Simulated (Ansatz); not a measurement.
**Redistribution: CHBr2Cl + C3H7F → CHBr2F + C3H7Cl**

Species: CHBr2Cl (chlorodibromomethane) `ClC(Br)Br`, singlet; C3H7F (2-fluoropropane) `CC(C)F`, singlet; CHBr2F (dibromofluoromethane) `FC(Br)Br`, singlet; C3H7Cl (2-chloropropane) `CC(C)Cl`, singlet. The partners trade Cl for F; both sit on C, so the bond types are kept.

Shapes, held fixed at every level: PBE0-D4/def2-TZVP. Programs: Ansatz 0.2.0. The zero-point and thermal change to 298 K, harmonic and unscaled (PBE0-D4/def2-TZVP), is +0.8 kJ/mol.

(1) Estimate the reaction enthalpy at 298 K.

Answers

(1) From tabulated heats of formation (Active Thermochemical Tables, CRC Handbook of Chemistry and Physics), ΔH(298 K) = -27.9 kJ/mol. Nearest: r2SCAN0-D4/def2-TZVPP (+12.9); farthest: CCSD(T)/def2-TZVPP (+16.4). 0 of 8 levels lie within 10 kJ/mol. The heats of C3H7Cl come from older tables and can be uncertain by 10 kJ/mol or more. The tabulated value of C3H7F is in doubt (older tables, estimates, or at odds with other calculations) and kept here. Relativity is left out for Br. Outer-core shells of Br are correlated, in sets that cover them unevenly. Times are processor times on shared x86 and Arm servers, and rough.

| level | kind | ΔH (kJ/mol) | computed − measured | CPU time (all species) |
| --- | --- | --- | --- | --- |
| HF/def2-TZVPP | Hartree–Fock | -12.9 | +15.0 | – |
| PBE-D4/def2-TZVPP | GGA | -14.1 | +13.8 | 26 s |
| B3LYP-D4/def2-TZVPP | global hybrid | -12.0 | +15.9 | 47 s |
| PBE0-D4/def2-TZVPP | global hybrid | -13.7 | +14.2 | 31 s |
| r2SCAN0-D4/def2-TZVPP | global hybrid | -15.0 | +12.9 | 56 s |
| wB97M-V/def2-TZVPP | range-separated hybrid | -12.4 | +15.5 | 2 min |
| CCSD/def2-SVP | coupled cluster or CI | -12.6 | +15.3 | – |
| CCSD(T)/def2-TZVPP | coupled cluster or CI | -11.5 | +16.4 | 21 min |
